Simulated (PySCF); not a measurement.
Molecule: SMILES F[Si](F)(F)[SiH2][SiH2]c1cccs1 (C4H7F3SSi3). Atoms near the plane z = 0.0 Å, at the GFN2-xTB optimised geometry (x, y, z in Å): Si6 (-1.4, -1.9, 0.1), C7 (-0.3, -0.4, 0.0), C8 (1.1, -0.4, 0.0), C9 (1.7, 0.9, 0.0), C10 (0.7, 1.9, 0.0), S11 (-0.9, 1.2, 0.0), H14 (-0.9, -2.9, -0.7), H15 (-2.7, -1.5, -0.5), H16 (1.7, -1.3, 0.0), H17 (2.7, 1.1, 0.0), H18 (0.9, 2.9, 0.0).

Computed with B3LYP/def2-SVP run with PySCF 2.14.0. Cells within 0.4 Å of a nucleus heavier than hydrogen are left out (blank, or x). The values are rescaled to run from 0 to 1.

```
|0000000000000000000000000|
|0000000000000000000000000|
|0000000000001687200000000|
|0000000000005999810000000|
|0000000000006999910000000|
|0000000221005999800000000|
|0000003565314899400000000|
|0000015798667xx4312673000|
|0000036992139xx8759999100|
|000002689xx08578x79999400|
|0000003771124032x49999300|
|0000000246885148658997000|
|0000000003724734841110000|
|00047620166xx9xx530000000|
|0028999638954846995000000|
|0049999700885359999300000|
|00499991xx052039999500000|
|00169990xx031008999200000|
|0001455201884000573000000|
|0000011269997100000000000|
|0000000169997200000000000|
|0000000027885100000000000|
|0000000001331000000000000|
|0000000000000000000000000|
|0000000000000000000000000|
```
Scale: ten equal steps from 0.000 (start of '0') to 1.00 (end of '9'), in the order '0123456789'; x runs from -5.00 to 5.00, y from -5.00 (bottom) to 5.00 (top).

Problem. Which quantity is mapped?
(A) Laplacian of the electron density
(B) electron localisation function
(C) an orbital amplitude
(D) log10 of the electron density

Solution. B, electron localisation function
